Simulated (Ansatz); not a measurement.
Species: Cl₃In, SMILES `[Cl][In]([Cl])[Cl]` (charge 0, multiplicity 1).

### Question
Give a relaxed geometry from Ansatz (an electronic-structure program) with r2SCAN-D4/def2-TZVP.

### Answer
the end point of this relaxation (outside a Z-matrix the atoms follow the SMILES, hydrogens last).
Z-matrix (Å, degrees):
```
In
Cl 1 2.2980
Cl 1 2.2980 2 120.02
Cl 1 2.2980 2 120.02 3 179.99
```
